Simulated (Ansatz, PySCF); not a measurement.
Gas-phase reaction in SMILES: C[SiH](C)F [fluoro(dimethyl)silane] + 3 [H][H] (H2) → 2 C (CH4) + F (HF) + [SiH4] (SiH4)
Geometries: B3LYP-D3(BJ)/def2-TZVP minima from Ansatz (a quantum-chemistry and plane-wave program).

Quantity: energy of full hydrogenation (enthalpy at 298 K, with B3LYP-D3(BJ) rigid-rotor harmonic-oscillator terms from PySCF), in kcal/mol. Cores are frozen in the correlated levels unless marked. No spin-orbit coupling. No relativistic terms. CBS(X,Y): correlation extrapolated as X^-3; Hartree-Fock from the larger set. [CCSD(T)-MP2]/basis is that difference in the basis named.

| level | program | energy of full hydrogenation (kcal/mol) |
|---|---|---|
| HF/cc-pV(D+d)Z | Ansatz | 7.8 |

**Question.** Estimate the value at RI-MP2/CBS(aug-cc-pV(T+d)Z,aug-cc-pV(Q+d)Z)+[CCSD(T)-MP2]/aug-cc-pV(T+d)Z as computed with Ansatz.

**Answer.** 25.7 kcal/mol, so HF/cc-pV(D+d)Z differs from it by -17.9 kcal/mol.
